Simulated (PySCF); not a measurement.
Vertical excitations of a molecule C2H5F3Si from TDDFT-PBE/def2-SVPD (PySCF), as energy in eV (oscillator strength): 7.75 (0.028), 8.46 (0.000), 8.47 (0.075), 9.06 (0.007), 9.11 (0.009), 9.15 (0.006), 9.20 (0.006), 9.33 (0.000), 9.64 (0.000), 9.67 (0.013). Lowest triplet (TDA): 7.52 eV. Coordinates come from a B3LYP-D3(BJ)/def2-SVP optimisation. The values are those of a single conformer.

### Question
Which molecule gave these data?
A) CC[Si](F)(F)F
B) FC[SiH](F)CF
C) FC(F)(F)C[SiH3]
D) FC[SiH2]C(F)F

### Answer
A, CC[Si](F)(F)F
